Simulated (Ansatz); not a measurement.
`C=C[Si](N)(F)O[SiH3]` + `[NH2][SbH][OH]` → `[OH][SbH][NH][SiH3]` + `C=C[Si](N)(O)F`  (ligand exchange at the Si–O bond)

Program: Ansatz. Geometries: PBE0-D4/def2-TZVP. ΔE: electronic, gas phase. CCSD(T)/CBS is the MP2 limit (def2-TZVPP, def2-QZVPP) plus CCSD(T) − MP2 in def2-TZVPP, frozen cores. DFT in def2-TZVPP. def2 core potentials past Kr. For Sb outer-core shells are correlated without core-valence functions, which leaves a few kJ/mol of doubt a bond. Each species was taken in one conformer, which may not be the lowest.

```tsv
level	ΔE (kJ/mol)
ωB97X-V	42.9
CCSD(T)/def2-TZVPP	39.4
```

What does CCSD(T)/CBS give? (Best estimate.)

Computed: +41.1 kJ/mol. The listed levels differ from it by 1.8, -1.7 kJ/mol.

Largest T1 diagnostic among the species: 0.014.

In def2-TZVPP, CCSD(T) changes the Hartree–Fock value by −18.0 kJ/mol (the triples alone add −3.0 kJ/mol) and MP2 by −20.1 kJ/mol. From PBE to PBE0 (25 % exact exchange), in def2-TZVPP and without D4, ΔE moves by +3.3 kJ/mol.
